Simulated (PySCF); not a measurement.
**GeF₄ → GeF₂ + F₂**

Level: B3LYP in the def2-TZVP basis family, all electrons, no relativity, computed in PySCF with density fitting; open shells unrestricted.

```json
{"species": "GeF₄", "state and structure": "singlet, Td, Ge–F 1.702 Å (×4)", "E (Eh)": "-2476.75381", "ZPE (kJ/mol)": "25.4", "H(298 K) − H(0) (kJ/mol)": "17.5", "S° (J/(mol K))": "303.9"}
{"species": "GeF₂", "state and structure": "singlet, C2v, Ge–F 1.758 Å (×2); F–Ge–F 97.4°", "E (Eh)": "-2276.91124", "ZPE (kJ/mol)": "9.4", "H(298 K) − H(0) (kJ/mol)": "11.9", "S° (J/(mol K))": "271.8"}
{"species": "F₂", "state and structure": "singlet, D∞h, F–F 1.396 Å", "E (Eh)": "-199.59957", "ZPE (kJ/mol)": "6.3", "H(298 K) − H(0) (kJ/mol)": "8.8", "S° (J/(mol K))": "202.2"}
```

Task: What is the electronic reaction energy?

Result: At B3LYP/def2-TZVP, ΔE = 638.0 kJ/mol from the differences of the total energies times 2625.5, uphill. 

Task: Add zero-point, thermal and entropy terms for 298.15 K and 1 bar.

Result: ΔZPE = -9.7 and Δ[H(298) − H(0)] = 3.2 kJ/mol give ΔH° = 631.5 kJ/mol. ΔS° = 170.1 J/(mol K), so ΔG° = 631.5 − 298.15 × (0.1701) = 581 kJ/mol.

Only the bonding shown was studied: isomers, or loss of a ligand pair, can lie lower.
